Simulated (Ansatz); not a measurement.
The inner images of a band of AlCl2H5O2Sn (11 atoms, charge 0, multiplicity 1) are given out of order.

Method: Ansatz, RKS PBE0-D4/def2-SVP.

Image 0:

```xyz
11
Properties=species:S:1:pos:R:3
Sn -0.146 -0.183 0.420
O 0.270 0.614 2.191
H 0.966 1.282 2.147
Cl 1.610 0.673 -0.861
H -1.754 0.166 0.036
Cl -0.326 -2.232 -1.373
O 0.221 -1.988 1.392
Al 0.277 -3.558 0.370
H 1.780 -4.042 0.229
H -0.920 -4.514 0.774
H 0.540 -1.814 2.290
```

Image 8:

```xyz
11
Properties=species:S:1:pos:R:3
Sn 0.611 -0.154 0.009
O -0.712 -0.538 2.207
H -1.467 -1.127 2.069
Cl 1.729 0.226 -2.021
H 0.141 1.388 0.510
Cl -1.077 -1.784 -0.718
O 1.547 -1.605 0.893
Al 0.708 -3.142 0.614
H 1.288 -4.171 -0.437
H -0.196 -3.579 1.858
H -0.053 -1.109 2.632
```

Problem. Put them in order from the first end to the last, with their energies above the first end.
A.
```xyz
11
Properties=species:S:1:pos:R:3
Sn 0.359 -0.272 -0.074
O -0.249 -0.172 2.414
H -1.082 -0.509 2.767
Cl 1.950 0.314 -1.692
H -0.647 1.080 0.010
Cl -1.040 -2.089 -0.992
O 1.241 -1.680 0.951
Al 0.579 -3.286 0.542
H 1.410 -4.213 -0.437
H -0.387 -3.846 1.679
H 0.381 -0.922 2.448
```
B.
```xyz
11
Properties=species:S:1:pos:R:3
Sn 0.040 -0.162 0.276
O 0.111 0.223 2.231
H -0.593 0.789 2.566
Cl 1.891 0.538 -0.953
H -1.318 0.709 -0.287
Cl -0.939 -2.246 -0.973
O 1.001 -1.874 1.097
Al 0.394 -3.498 0.461
H 1.461 -4.269 -0.411
H -0.533 -4.160 1.567
H 1.004 -1.645 2.042
```
C.
```xyz
11
Properties=species:S:1:pos:R:3
Sn 0.009 -0.175 0.352
O 0.244 0.404 2.240
H -0.217 1.216 2.476
Cl 1.832 0.550 -0.897
H -1.473 0.480 -0.169
Cl -0.714 -2.270 -1.187
O 0.749 -1.933 1.208
Al 0.326 -3.554 0.392
H 1.587 -4.262 -0.246
H -0.743 -4.296 1.303
H 0.918 -1.754 2.145
```
D.
```xyz
11
Properties=species:S:1:pos:R:3
Sn 0.229 -0.349 -0.036
O 0.072 0.071 2.385
H -0.778 -0.096 2.813
Cl 1.912 0.435 -1.455
H -0.972 0.841 -0.065
Cl -0.998 -2.239 -1.118
O 1.069 -1.782 0.995
Al 0.492 -3.401 0.508
H 1.432 -4.279 -0.416
H -0.504 -4.015 1.588
H 0.565 -0.782 2.418
```
E.
```xyz
11
Properties=species:S:1:pos:R:3
Sn -0.044 -0.184 0.402
O 0.323 0.479 2.240
H 0.345 1.437 2.341
Cl 1.733 0.593 -0.887
H -1.609 0.296 -0.044
Cl -0.494 -2.257 -1.325
O 0.470 -1.975 1.313
Al 0.270 -3.574 0.359
H 1.680 -4.196 -0.006
H -0.918 -4.406 1.002
H 0.763 -1.808 2.221
```
F.
```xyz
11
Properties=species:S:1:pos:R:3
Sn 0.488 -0.201 -0.057
O -0.529 -0.392 2.339
H -1.329 -0.896 2.529
Cl 1.892 0.199 -1.892
H -0.250 1.289 0.225
Cl -1.064 -1.920 -0.859
O 1.380 -1.608 0.955
Al 0.646 -3.188 0.584
H 1.376 -4.146 -0.442
H -0.295 -3.711 1.761
H 0.203 -1.022 2.474
```
G.
```xyz
11
Properties=species:S:1:pos:R:3
Sn 0.109 -0.174 0.174
O 0.143 0.127 2.227
H -0.709 0.134 2.683
Cl 1.849 0.414 -1.274
H -1.167 0.877 -0.195
Cl -0.981 -2.205 -0.945
O 1.071 -1.789 1.133
Al 0.442 -3.410 0.546
H 1.420 -4.230 -0.388
H -0.508 -4.037 1.649
H 0.851 -1.304 2.007
```

Solution. E (+2.9 kJ/mol), C (+7.8 kJ/mol), B (+15.4 kJ/mol), G (+48.9 kJ/mol), D (+56.4 kJ/mol), A (+62.2 kJ/mol), F (+59.2 kJ/mol).

Run time: 6.6 min on 4 threads of Arm Neoverse V2, on a shared host, peak memory 0.41 GiB.
